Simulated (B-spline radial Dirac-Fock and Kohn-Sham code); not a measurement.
Level of theory: Dirac-Fock (average of configuration) total-energy differences with a finite nucleus, the Breit interaction including its frequency dependence, and self-energy and vacuum-polarisation corrections; a radial finite-basis atomic code. Correlation and solid-state effects are left out.

**Question.** An atom or ion in its tabulated ground configuration has these computed binding energies (the last is its least bound level). Which is it?

```csv
level,binding energy (eV)
K,49128.8
L2,8230.3
M1,2408.3
M2,2219.7
M3,2085.5
N2,834.7
"N4,5",671.1
```

**Answer.** Eu²¹⁺: Z = 63 with 42 electrons, [Kr] 4d6. The hydrogen-like estimate √(E/Ry) = 60.1 for the K level lies 2.9 below Z (screening lowers it, relativity raises it); the outermost level, at 671.1 eV, fixes the charge.

**Question.** An atom or ion in its tabulated ground configuration has these computed binding energies (the last is its least bound level). Which is it?

| level | binding energy (eV) |
| --- | --- |
| 2s | 8722.7 |
| 3d5/2 | 1250.0 |
| 4p1/2 | 335.2 |
| 4p3/2 | 301.0 |
| 4d3/2 | 169.8 |
| 4f | 12.62 |
| 6s | 10.64 |

**Answer.** Tb⁺: Z = 65 with 64 electrons, [Xe] 4f9 6s1.
